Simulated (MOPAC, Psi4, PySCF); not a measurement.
Torsional profile of SMILES CO[SiH2][Si](C)(C)C. Scanned: dihedral C1–O2–Si3–Si4; all other coordinates were relaxed at GFN2-xTB. Points at φ and −φ are mirror images. Heavy atoms are numbered in the order of the SMILES CO[SiH2][Si](C)(C)C, hydrogens after them in the order of the atoms that carry them; the mirror image has the same energies with the sign of each dihedral reversed.

- PM3, restricted, heats of formation // GFN2-xTB (MOPAC)
- RKS-B3LYP/6-31G* = restricted B3LYP/6-31G*, spherical d, density fitting // GFN2-xTB (PySCF)
- RKS-B3LYP/6-311+G** = restricted B3LYP/6-311+G**, spherical d, density fitting // GFN2-xTB (PySCF 2.14.0)
- PBE-D3(BJ)/def2-SVP // GFN2-xTB (Psi4)

Energies relative to the lowest point of each profile, in kcal/mol; the last columns give the difference from PBE-D3(BJ):

```
φ / °  PM3  RKS-B3LYP/6-31G*  RKS-B3LYP/6-311+G**  PBE-D3(BJ)/def2-SVP  PM3 − PBE-D3(BJ)/def2-SVP  RKS-B3LYP/6-31G* − PBE-D3(BJ)/def2-SVP  RKS-B3LYP/6-311+G** − PBE-D3(BJ)/def2-SVP
-----  ---  ----------------  -------------------  -------------------  -------------------------  --------------------------------------  -----------------------------------------
-150   1.7               0.4                  0.4                  0.4                        1.2                                     0.0                                        0.0
-120   2.3               1.2                  1.2                  1.3                        1.1                                    -0.1                                        0.0
-90    0.5               1.1                  1.4                  1.1                       -0.6                                     0.0                                        0.4
-60    0.0               1.3                  1.9                  1.0                       -1.0                                     0.3                                        0.9
-30    0.7               1.9                  2.6                  1.4                       -0.7                                     0.6                                        1.2
0      1.7               2.4                  3.0                  1.8                        0.0                                     0.6                                        1.2
30     0.7               1.9                  2.6                  1.4                       -0.7                                     0.6                                        1.2
60     0.0               1.3                  1.9                  1.0                       -1.0                                     0.3                                        0.9
90     0.5               1.1                  1.4                  1.1                       -0.6                                     0.0                                        0.4
120    2.3               1.2                  1.2                  1.3                        1.1                                    -0.1                                        0.0
150    1.7               0.4                  0.4                  0.4                        1.2                                     0.0                                        0.0
180    1.3               0.0                  0.0                  0.0                        1.3                                     0.0                                        0.0
```

PM3 is furthest from PBE-D3(BJ)/def2-SVP at 180 (1.3 kcal/mol, above); its mean absolute difference over the points is 0.9 kcal/mol.

RKS-B3LYP/6-31G* is furthest from PBE-D3(BJ)/def2-SVP at 0 (0.6 kcal/mol, above); its mean absolute difference over the points is 0.2 kcal/mol.

RKS-B3LYP/6-311+G** is furthest from PBE-D3(BJ)/def2-SVP at 0 (1.2 kcal/mol, above); its mean absolute difference over the points is 0.5 kcal/mol.
